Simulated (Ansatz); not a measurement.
Program: Ansatz 0.2.0.

A structure relaxed at PBE0-D4/def2-TZVP, charge 0, multiplicity 1:

```
atom   x (Å)   y (Å)   z (Å)
  C1   0.428   1.079  -2.174
  N2   0.301   0.270  -1.014
 Nb3   0.100  -0.845   0.303
  C4  -1.695  -0.128   1.264
  N5   1.599  -0.440   1.500
 Cl6  -0.158  -3.059  -0.387
  H7   0.430   0.469  -3.083
  H8   1.362   1.650  -2.146
  H9  -0.401   1.791  -2.240
 H10  -1.885  -0.703   2.178
 H11  -2.538  -0.280   0.580
 H12  -1.654   0.933   1.520
 H13   1.789  -0.987   2.331
 H14   2.321   0.251   1.369
```

(1) Give its formula and SMILES.

(2) Point group (tolerance 0.08 Å, 0.16 Å for H)?

(3) Summarise the bond lengths by kind.

Answers

(1) C2H8ClN2Nb, `C[N]=[Nb]([CH3])([NH2])[Cl]`.

(2) C1.

(3) 1 × C–N 1.420 Å; 6 × C–H 1.092 to 1.097 Å; 2 × N–Nb 1.738 to 1.960 Å; 1 × C–Nb 2.159 Å; 1 × Cl–Nb 2.333 Å; 2 × H–N 1.008 to 1.013 Å.
